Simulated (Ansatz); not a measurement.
Wavefunction ladder for `F[B]Br` radical

Z-matrix (Å, degrees):
```
B
F 1 1.297
Br 1 1.906 2 122.9
```

Total charge 0; spin multiplicity 2. Correlated methods include outer-core shells of Br, which these sets cover unevenly. Scalar relativity is left out up to krypton. The geometry is a stationary point of PBE0-D4/def2-TZVP. Frozen core, unrestricted reference, the Gaussian-basis code of Ansatz.

```
     basis      HF (Eh)  MP2 corr.  CCSD corr.       (T)  CCSD(T) total
  def2-SVP  -2696.15427   -0.47333    -0.48137  -0.01089    -2696.64653
def2-TZVPP  -2696.62486   -0.59160    -0.60069  -0.02066    -2697.24621
def2-QZVPP  -2696.67980   -0.93870           –         –              –
```
